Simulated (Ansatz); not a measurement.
def2 core potentials replace the inner electrons of Sb.

Cartesian coordinates (Å):
SMILES: C(F)(F)([CH2][Sb]([OH])[OH])F
```xyz
12

O     -2.3964    -1.4117    -0.4183
Sb    -1.1386    -0.9457     1.0632
O     -1.5817     0.9900     1.2050
C      0.6029    -0.6662    -0.3145
C      1.4734     0.5092     0.0026
F      0.8261     1.6833    -0.2342
F      2.6023     0.5472    -0.7238
F      1.8404     0.5239     1.3014
H     -2.6251    -0.6229    -0.9347
H     -1.0106     1.5448     0.6521
H      1.2124    -1.5806    -0.2683
H      0.1948    -0.5713    -1.3304
```
Charge 0, multiplicity 1.

Q: Estimate the dipole moment, HOMO–LUMO gap, LUMO, HOMO and total energy that Ansatz (a quantum-chemistry and plane-wave program) with CAM-B3LYP-D3(BJ)/def2-TZVP // B3LYP-D3(BJ)/def2-SVP returns for this input.

A: 
- dipole moment: 1.58 D
- HOMO–LUMO gap: 9.04 eV
- LUMO: -0.18 eV
- HOMO: -9.22 eV
- total energy: -768.9838 Ha
